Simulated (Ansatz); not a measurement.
A series at Ge: from `[CH3][Ge]([CH3])([CH3])[Cl]`, ligands are replaced one by one, each step taking up H₂ and setting free CH₄; n counts the steps. Ansatz, PBE0-D4/def2-TZVP geometries.

CBS adds triple-zeta CCSD(T) − MP2 to the MP2 limit, frozen cores; atoms without spin–orbit coupling. Outer-core shells of Ge are correlated without core-valence functions. Scalar relativity is left out up to krypton. Spin–orbit coupling is left out.

```csv
n,molecule,"atomization energy, CCSD(T)/CBS (kJ/mol)"
0,`[CH3][Ge]([CH3])([CH3])[Cl]`,?
1,`[CH3][GeH]([CH3])[Cl]`,3835.0
2,`[CH3][GeH2][Cl]`,2562.6
3,`[Cl][GeH3]`,1289.9
```

By hand: fit a straight line y = ȳ + b (n − n̄) to the 3 given rows and predict n = 0.

n̄ = 2.000, ȳ = 2562.50; Σ(n − n̄)(y − ȳ) = -2545.10, Σ(n − n̄)² = 2.000, so b = -1272.55 kJ/mol a step. Prediction: 2562.50 + (-1272.55) × (-2.000) = 5107.6 kJ/mol.

By hand: compare with the computed value, 5107.5 kJ/mol, and give the steps along the whole series.

The line misses by -0.1 kJ/mol (computed minus predicted). Steps: -1272.5, -1272.4, -1272.7 kJ/mol.

The steps differ by at most 0.3 kJ/mol, 0.0 % of a mean step, so the ligands' effects nearly add and a line is close. The miss is 0.0 % of the series' range. The energies themselves are unsure by some kJ/mol a bond, though much of that is common to the series.
